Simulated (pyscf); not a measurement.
Single points on ωB97X-D3(BJ)/def2-SVP structures (PySCF, gas phase).

SMILES: [F][W]([F])([F])([F])([F])[Br]
```xyz
7

F     -0.4533     1.4508    -2.4700
W     -0.2928     0.5784    -0.8454
F     -0.9968    -0.9276    -1.6376
F      0.4040     2.1290    -0.1377
F     -1.9925     1.1512    -0.4273
F      1.3971     0.0535    -1.3550
Br    -0.0829    -0.5538     1.2666
```
Charge 0, spin multiplicity 1.

**Question.** What is the homolytic dissociation enthalpy (298 K, ωB97M-D3(BJ)/def2-TZVP) of the Br–W bond of F–W(F)(F)(F)(F)–Br (SMILES [F][W]([F])([F])([F])([F])[Br]), to [F–W(F)(F)(F)–F]• + Br•?

**Answer.** Br–W to [F–W(F)(F)(F)–F]• + Br•: 56.6 kcal/mol. The 7 functionals that were run give +54.6 (M06-2X) to +74.7 kcal/mol (r²SCAN). The radicals are drawn with the spin at the cut bond; how far it spreads was not checked. Left out: the spin-orbit lowering of Br, which is large for Br, Se, Te and I. Open-shell species with a d-block atom are single-reference here; other states, and whether the spin sits on metal or ligand, were not checked. Elements up to Kr have no core potential and no relativistic terms here. Elements past Kr carry the def2 core potentials, without spin-orbit coupling.
